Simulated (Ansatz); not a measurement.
```xyz
13

C    -0.523    1.587    0.367
C    -0.754    0.564   -0.741
Si   -0.147   -1.162   -0.318
P     2.077   -1.100    0.075
H    -0.919    2.568    0.096
H     0.542    1.714    0.578
H    -1.007    1.283    1.299
H    -0.258    0.880   -1.665
H    -1.822    0.491   -0.978
H    -0.906   -1.695    0.850
H    -0.354   -2.085   -1.468
H     2.132   -2.452    0.508
H     1.938   -0.595    1.396
```

Total charge 0; spin multiplicity 1.

Problem. List the PBE/def2-TZVPP orbital energies in eV (the Gaussian-basis code of Ansatz). (Estimate.)

Solution. Computed: Occupied: -2075.83, -1779.48, -268.90, -268.88, -171.18, -137.23, -122.66, -122.62, -122.54, -93.98, -93.95, -93.93, -18.92, -15.88, -15.28, -12.26, -11.04, -10.42, -9.40, -9.26, -8.73, -8.22, -7.75, -7.18, -6.28. Lowest empty: -0.50, -0.26, -0.07, 0.23, 0.79, 1.28, 1.61, 1.73.
